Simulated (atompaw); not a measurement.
**PBEsol PAW (atompaw) dataset for silver (Ag), scalar-relativistic all-electron reference.**

| Item | Value |
| --- | --- |
| Element | Ag |
| Generator | atompaw 4.2.0.5 |
| Type | PAW |
| Functional | PBEsol |
| Relativity | scalar-relativistic |
| Frozen core | [Ar] 3d10 |
| Valence charge | 19 |
| Reference configuration | 4s2 4p6 4d10 5s0 5p0 (charge +1) |
| Partial waves | 4s (bound): rc 1.20 bohr; 5s (bound, empty): rc 1.65 bohr; 4p (bound): rc 1.30 bohr; 5p (bound, empty): rc 1.85 bohr; 4d (bound): rc 1.80 bohr; 4d channel at 3.65 Ry: rc 1.80 bohr |
| Local potential | troulliermartins scheme with l = 3 at 0 Ry, radius 1.35 bohr |
| Core correction | smooth core density matched at 1.15 bohr |
| Augmentation charge | sinc compensation charge, radius 1.50 bohr; PAW radius 1.85 bohr; waves and projectors: custom polynom2 7 10 vanderbiltortho |

Poles of the logarithmic derivatives, all-electron (AE) and pseudo (PS). s: poles at -7.4 (AE) and -7.4, 3.6 (PS) Ry. p: poles at -4.5 (AE) and -4.5, 4.7 (PS) Ry. d: poles at -0.1 (AE) and -0.1 (PS) Ry. Test radius 1.86 bohr.

* Cutoffs needed: 200 Ry and over 300 Ry (the cutoffs (Ry, on a coarse ladder) from which the occupation-weighted sum of valence levels, in a spherical-Bessel basis at the reference potential, stays within 10 and 1 mRy of its value at 400 Ry)
* Ghost test: no extra level below or beside the all-electron valence levels (s, p, d, f tested) (spherical-Bessel basis up to 400 Ry, 20 bohr box)
* Lowest eigenvalue of the overlap operator: 0.63 (s channel)
* Overlap eigenvalues printed by atompaw (projector basis): 0.561, 0.941, 2.12, 48.4, 759, 1.89e+03
* Share of each valence orbital outside the PAW sphere: 4s 1 %, 5s 85 %, 4p 2 %, 5p 95 %, 4d 19 %
